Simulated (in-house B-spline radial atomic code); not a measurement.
A fraction x of an electron is removed from 4f in Gd³⁺, starting from [Xe] 4f7 and keeping the highest spin. Computed with a B-spline radial code for spherical atoms: scalar-relativistic (X2C) BHandHLYP, spin-polarised, spherical fractional occupations, Fermi nucleus of rms radius 5.1569 fm.

Caution: exact exchange at fractional occupations of open shells leaves self-interaction of up to several eV.

| x | E(x) - E(0) (eV) | 4f up level (eV) |
| --- | --- | --- |
| 0 | 0.0000 | -41.858 |
| 0.13 | 5.5919 | -44.176 |
| 0.33 | 14.7885 | -47.803 |
| 0.41 | 18.6715 | -49.274 |
| 0.5 | 23.1811 | -50.943 |
| 0.57 | 26.7928 | -52.250 |
| 0.74 | 35.9476 | -55.462 |
| 0.85 | 42.1640 | -57.567 |
| 0.94 | 47.4231 | -59.304 |
